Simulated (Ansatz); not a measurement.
`[SiH3][GeH2][B](Cl)Cl` and `FB(Cl)Cl` differ in one atom or group.

Ansatz, PBE0-D4/def2-TZVP geometries, multiplicity 1. Each molecule was computed in one conformer, which needn't be the lowest.

Scalar relativity is left out up to krypton.

```csv
property,`[SiH3][GeH2][B](Cl)Cl`
LUMO energy (B3LYP/def2-TZVPP) / eV,-2.26
HOMO–LUMO gap (ωB97M-V/def2-TZVPP) / eV,9.86
HOMO energy (PBE/def2-TZVPP) / eV,-6.83
size of the dipole moment (ωB97M-V/def2-TZVPP) / D,0.51
HOMO–LUMO gap (PBE0/def2-TZVPP) / eV,5.84
HOMO–LUMO gap (PBE/def2-TZVPP) / eV,3.85
```

(1) Give the same properties after the change, and the shifts. (An estimate is asked.)

Results:

(1) The calculation gave: 
```tsv
property	`FB(Cl)Cl`	shift
LUMO energy (B3LYP/def2-TZVPP) / eV	-1.23	1.03
HOMO–LUMO gap (ωB97M-V/def2-TZVPP) / eV	12.87	3.01
HOMO energy (PBE/def2-TZVPP) / eV	-7.95	-1.12
size of the dipole moment (ωB97M-V/def2-TZVPP) / D	0.29	-0.22
HOMO–LUMO gap (PBE0/def2-TZVPP) / eV	8.41	2.57
HOMO–LUMO gap (PBE/def2-TZVPP) / eV	5.94	2.09
```

With PBE0 the HOMO falls by 1.47 eV and the LUMO rises by 1.10 eV, so the gap widens by about 2.57 eV. PBE moves the HOMO by -1.12 eV and ωB97M-V by -1.72 eV. Dipoles are sizes alone; their direction can turn.

B3LYP here is the variant with VWN-RPA as its local correlation; programs differ in this.
